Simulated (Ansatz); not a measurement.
Calculation: frozen-core CCSD(T)/cc-pVTZ // B3LYP-D3(BJ)/def2-TZVP in Ansatz (a quantum-chemistry and plane-wave program).

Ansatz 0.2 input:
```yaml
crystal:
  periodic: [false, false, false]
  atoms:
    - { symbol: Br, position_ang: [-1.105954, -1.554198, -1.113874] }
    - { symbol: Si, position_ang: [0.0, 0.0, 0.0] }
    - { symbol: Br, position_ang: [-1.095932, 1.913992, -0.122286] }
    - { symbol: Br, position_ang: [2.011299, 0.245676, -0.879605] }
    - { symbol: Br, position_ang: [0.190587, -0.605469, 2.115767] }
basis:
  gaussian: { orbitals: cc-pVTZ }
correlation:
  method: ccsd_t
```

Output:

```
Functional definition: HF
1344 factors; integrals over basis functions are off by at most 4.1e-4 eV
mean field evaluation 1: about -287867.2515 eV, gradient 2.3e1 eV
mean field evaluation 2: about -287867.3185 eV, gradient 2.4e1 eV
mean field evaluation 4: about -287869.0872 eV, gradient 2.0e0 eV
mean field evaluation 8: about -287869.1159 eV, gradient 8.5e-2 eV
mean field evaluation 16: about -287868.1666 eV, gradient 1.8e1 eV
mean field -287869.11595239 eV, -10578.9948865555 hartree, gradient 2.2e-6 eV, S^2 0.000000; 0 other end points of the search recorded, 0 dependent functions left out
41 core orbitals not correlated
reference -287869.11595239 eV, -10578.9948865555 hartree; 36, 36 occupied and 129, 129 virtual orbitals, 1344 factors
second order -27.40292620 eV of doubles, -0.00000000 eV of singles
cycle   1  -27.51165094 eV  change   -1.1e-1 eV  update   1.1e-1
cycle   2  -28.12317610 eV  change   -6.1e-1 eV  update   2.8e-2
cycle   3  -28.22569625 eV  change   -1.0e-1 eV  update   1.3e-2
cycle   4  -28.20649541 eV  change    1.9e-2 eV  update   3.0e-3
cycle   5  -28.20624661 eV  change    2.5e-4 eV  update   1.2e-3
cycle   6  -28.20597797 eV  change    2.7e-4 eV  update   2.9e-4
cycle   7  -28.20580075 eV  change    1.8e-4 eV  update   9.7e-5
cycle   8  -28.20583167 eV  change   -3.1e-5 eV  update   2.6e-5
perturbative correction -1.18575919 eV, -0.0435758464 hartree
Total energy: -287898.50754325 eV, -10580.0750075973 hartree
```

Cost: around 2.4 core-minutes (rough).
